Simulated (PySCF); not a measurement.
AlCl₂F, singlet, geometry from GFN2-xTB (such geometries of metal compounds can be far from the true shape), with bond 4-1 at 1.4 times its length. Base run: CASSCF(4,5)/6-31G* (PySCF).

The PySCF input:
```python
from pyscf import gto, scf, mcscf
import numpy

mol = gto.M(
    atom='''
Al    0.26049093   -0.08764429   -0.04175947
F     1.81131056   -0.60943016   -0.29037235
Cl   -0.55281511   -0.51900402    1.75475633
Cl   -0.95163450    1.30718958   -2.18003072
''',
    basis='6-31g*',
    verbose=4,
)

mf = scf.RHF(mol)
mf.kernel()
mc = mcscf.CASSCF(mf, 5, 4)
mc.fix_spin_(ss=0.0)
mc.kernel()
occ = numpy.linalg.eigvalsh(mc.fcisolver.make_rdm1(mc.ci, mc.ncas, mc.nelecas))[::-1]
ss = mc.fcisolver.spin_square(mc.ci, mc.ncas, mc.nelecas)[0]
print('natural occupations', occ.round(4), ' <S^2>', round(ss, 4))
```

The base run was repeated with changes; each row names its change, and settings that it needs were set with it.

```json
[
 {"change": "base", "ΔE vs base (mEh)": "0.000", "natural occupations": "1.99 1.99 0.01 0.01 0.01", "<S^2> of the state": "0.00", "core-seconds (rough)": "10", "outcome": "converged"},
 {"change": "active space = 8 electrons, 7 orbitals", "ΔE vs base (mEh)": "-", "natural occupations": "-", "<S^2> of the state": "-", "core-seconds (rough)": "-", "outcome": "not converged"},
 {"change": "active space = 4 electrons, 6 orbitals", "ΔE vs base (mEh)": "-15.841", "natural occupations": "1.98 1.94 0.06 0.01 0.01 0.01", "<S^2> of the state": "0.00", "core-seconds (rough)": "30", "outcome": "converged"},
 {"change": "fix_spin_ = off", "ΔE vs base (mEh)": "0.007", "natural occupations": "1.99 1.99 0.01 0.01 0.01", "<S^2> of the state": "0.00", "core-seconds (rough)": "10", "outcome": "converged"},
 {"change": "active space = 6 electrons, 8 orbitals", "ΔE vs base (mEh)": "-49.047", "natural occupations": "1.98 1.98 1.97 0.02 0.01 0.01 0.01 0.01", "<S^2> of the state": "0.00", "core-seconds (rough)": "20", "outcome": "converged"},
 {"change": "orbitals = fixed (CASCI); correction = SC-NEVPT2", "ΔE vs base (mEh)": "-459.9", "natural occupations": "2.00 2.00 0.00 0.00 0.00", "<S^2> of the state": "0.00", "core-seconds (rough)": "2", "outcome": "converged"},
 {"change": "state_average = 2 states", "ΔE vs base (mEh)": "27.862", "natural occupations": "-", "<S^2> of the state": "-", "core-seconds (rough)": "4", "outcome": "converged"},
 {"change": "active space = 2 electrons, 2 orbitals", "ΔE vs base (mEh)": "11.578", "natural occupations": "1.93 0.07", "<S^2> of the state": "0.00", "core-seconds (rough)": "10", "outcome": "converged"},
 {"change": "start = MP2 natural orbitals", "ΔE vs base (mEh)": "-6.827", "natural occupations": "1.99 1.93 0.07 0.01 0.00", "<S^2> of the state": "0.00", "core-seconds (rough)": "30", "outcome": "converged"},
 {"change": "active space = 2 electrons, 3 orbitals", "ΔE vs base (mEh)": "10.315", "natural occupations": "1.93 0.07 0.00", "<S^2> of the state": "0.00", "core-seconds (rough)": "10", "outcome": "converged"},
 {"change": "solver = newton", "ΔE vs base (mEh)": "-6.863", "natural occupations": "1.99 1.95 0.05 0.01 0.01", "<S^2> of the state": "0.00", "core-seconds (rough)": "20", "outcome": "converged"}
]
```

Active orbitals are taken around the Fermi level unless the row says otherwise; CASSCF can end in different local minima, and two programs can end on different orbitals. State-averaged rows give the lowest state.
